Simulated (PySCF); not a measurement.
C5H3Cl, SMILES C#CC=C=CCl.

Coordinates come from a PBE0-D3(BJ)/def2-SVP optimisation. This is a generated structure with no PubChem entry under its InChIKey; it may be hypothetical.

The numbers are results of TDA-PBE/def2-SVPD (PySCF), not measurements.

Vertical excitations. Gas-phase values at a fixed geometry.

Computed excitation energies, oscillator strengths and character:
```
state  energy (eV)  λ (nm)      f                              main pairs
-----  -----------  ------  -----  --------------------------------------
S1            4.08     304  0.000                        HOMO−1→LUMO 99 %
S2            4.62     268  0.000                       HOMO−2→LUMO 100 %
S3            5.13     242  0.000                        HOMO→LUMO+1 98 %
S4            5.19     239  0.311                          HOMO→LUMO 70 %
S5            5.28     235  0.001                        HOMO−3→LUMO 99 %
S6            5.92     209  0.030                      HOMO−2→LUMO+1 82 %
S7            6.02     206  0.245  HOMO−1→LUMO+1 41 %, HOMO−1→LUMO+2 40 %
S8            6.27     198  0.001                        HOMO→LUMO+2 96 %
S9            6.37     195  0.000                      HOMO−3→LUMO+1 99 %
S10           6.43     193  0.055                        HOMO→LUMO+3 78 %
T1            3.25     381      0                          HOMO→LUMO 97 %
T2            3.71     334      0                        HOMO−1→LUMO 99 %
T3            4.35     285      0                      HOMO−1→LUMO+1 93 %
T4            4.39     283      0                        HOMO−2→LUMO 96 %
```
Triplets are in the Tamm–Dancoff approximation.
